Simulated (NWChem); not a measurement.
**Total energies of BCl**

```
B
Cl 1 1.7192
```
Charge 0, spin multiplicity 1.

The numbers come from NWChem runs, not from measurements. Structure: optimised with PBE0/def2-SVP, a minimum by its harmonic frequencies.

Basis set: cc-pVDZ (32 functions).

| method | total energy (Ha) |
|---|---|
| RHF | -484.13696 |
| MP2 | -484.33317 |
| B2PLYP | -484.81588 |
| PBE | -484.75639 |
| B3LYP | -485.00567 |
| M06-2X | -484.96363 |
| CCSD(T) | -484.36836 |

Total energies of different functionals aren't comparable as a measure of quality: only differences taken within one method are. 

The correlated methods keep 6 core orbitals frozen. B3LYP has NWChem's definition, with VWN1-RPA local correlation. The structure started from a generated list of species. No row is a measurement; the coupled-cluster row has its own basis-set and correlation limits.
